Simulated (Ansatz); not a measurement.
Gas-phase electronic energies from Ansatz, PBE0-D4/def2-TZVP geometries. CCSD(T)/CBS is the MP2 limit (def2-TZVPP, def2-QZVPP) plus CCSD(T) − MP2 in def2-TZVPP, frozen cores. This one scheme is used for every species. DFT in def2-TZVPP. One conformer a species, not always the lowest.

`[SiH3]S[SiH2]S` + H₂O → `O[SiH2]S` + `[SiH3]S`  (formal hydrolysis of the Si–S bond)

| species | PBE0-D4 energy (Eh) |
| --- | --- |
| `[SiH3]S[SiH2]S` | -1378.58254 |
| H₂O | -76.38097 |
| `O[SiH2]S` | -765.10653 |
| `[SiH3]S` | -689.86552 |

Question: Work out ΔE.

Answer: ΔE = (-765.10653) + (-689.86552) − (-1378.58254) − (-76.38097) = -0.00854 Eh = -5.4 kcal/mol. CCSD(T)/CBS gives -6.7 kcal/mol.

Largest T1 diagnostic among the species: 0.012.

In def2-TZVPP, CCSD(T) changes the Hartree–Fock value by +6.0 kcal/mol (the triples alone add +1.2 kcal/mol) and MP2 by +7.3 kcal/mol. The D4 term adds +3.6 kcal/mol with B3LYP and +2.0 kcal/mol with PBE0; it sums over pairs of atoms, weighted by their polarisabilities, and B3LYP, whose exchange is more repulsive, gets the larger term.

B3LYP here is the variant with VWN-RPA as its local correlation; programs differ in this.
